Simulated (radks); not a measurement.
The copper anion Cu- inside a hard spherical wall (all orbitals vanish at R), configuration held at [Ar] 3d10 4s2 and not refilled when levels cross. Calculated with a radial shooting solver on a logarithmic mesh with Libxc functionals: non-relativistic Kohn-Sham, PBE, spin-polarised, spherical densities, point nucleus. Eigenvalues in eV for spin up, with the zero of energy where the potential of the charges vanishes at infinity; a dash marks a level that is unbound or too diffuse for the functional's potential to be trusted. A positive occupied level is held by the wall or, in an anion where self-interaction has pushed it up, behind a barrier. The pressure on the wall is -dE/dV.

\begin{tabular}{lrrrrrrrrr}
R (bohr) & E (hartree) & kinetic (hartree) & e(3s) & e(3p) & e(4s) & e(3d) & e(4p, empty) & e(5s, empty) & pressure (GPa) \\ \hline
12 & -1640.34417 & 1639.149 & -104.54 & -64.681 & 1.191 & 1.237 & 3.563 & 4.277 & 0.0168 \\
8 & -1640.32676 & 1639.216 & -103.61 & -63.743 & 2.028 & 2.168 & 5.426 & 9.105 & 0.459 \\
6 & -1640.26605 & 1639.426 & -101.86 & -61.987 & 3.750 & 3.876 & 8.246 & 17.384 & 4.09 \\
3.5 & -1639.47958 & 1641.863 & -91.745 & -51.967 & 16.337 & 13.486 & 25.020 & 67.452 & 198 \\
3 & -1638.70471 & 1644.174 & -85.521 & -45.855 & 26.066 & 19.514 & 36.897 & 101.29 & 584 \\
2 & -1631.90321 & 1664.413 & -54.723 & -15.275 & 94.890 & 52.377 & 113.84 & 298.58 & 9900 \\
\end{tabular}
